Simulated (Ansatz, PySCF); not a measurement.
C2H4O2, triplet, at a GFN2-xTB geometry (a higher spin typed on purpose: for a closed-shell molecule this is an excited state). Base run: MP2/6-311G** run with PySCF.

Input for PySCF:
```python
from pyscf import gto, scf, mp

mol = gto.M(
    atom='''
C    -1.40700873   -0.23498905    0.35586216
O    -0.14375956   -0.85451969    0.15496303
C     0.92851875   -0.02131124   -0.00585032
O     0.98660082    1.05325548   -0.69954549
H    -1.56732136    0.53918173   -0.39984350
H    -2.14579180   -1.03046271    0.27000442
H    -1.47572555    0.21583575    1.35183367
H     1.31704847    0.22336064    1.03459411
''',
    basis='6-311g**',
    spin=2,
    verbose=3,
)

mf = scf.UHF(mol)
mf.kernel()

pt = mp.MP2(mf)
pt.kernel()
print('E(MP2) = %.10f' % pt.e_tot)
```

The same geometry, method and basis name were run in Ansatz (a quantum-chemistry and plane-wave program) and PySCF, at each program's defaults and at the settings that a row names. The base is PySCF at its defaults. Differences at the defaults can come from grids, fitting, cores and function types together.

```json
[
 {"code and settings": "PySCF, defaults (exact integrals, spherical functions, all electrons correlated)", "ΔE vs base (mEh)": "0.000", "basis functions": "96", "E (Eh)": "-228.41306", "SCF cycles": "23", "SCF-reference dipole (D)": "1.88"},
 {"code and settings": "Ansatz, defaults (factorised integrals, spherical functions, frozen core)", "ΔE vs base (mEh)": "74.842", "basis functions": "96", "E (Eh)": "-228.33822", "SCF cycles": "-", "SCF-reference dipole (D)": "-"},
 {"code and settings": "PySCF, frozen core", "ΔE vs base (mEh)": "74.835", "basis functions": "96", "E (Eh)": "-228.33823", "SCF cycles": "23", "SCF-reference dipole (D)": "1.88"},
 {"code and settings": "Ansatz, high accuracy, frozen core", "ΔE vs base (mEh)": "74.835", "basis functions": "96", "E (Eh)": "-228.33823", "SCF cycles": "-", "SCF-reference dipole (D)": "-"}
]
```

Open shells are given as the SCF converged; they aren't shown to be the lowest states, and a large step between rows can be another state.
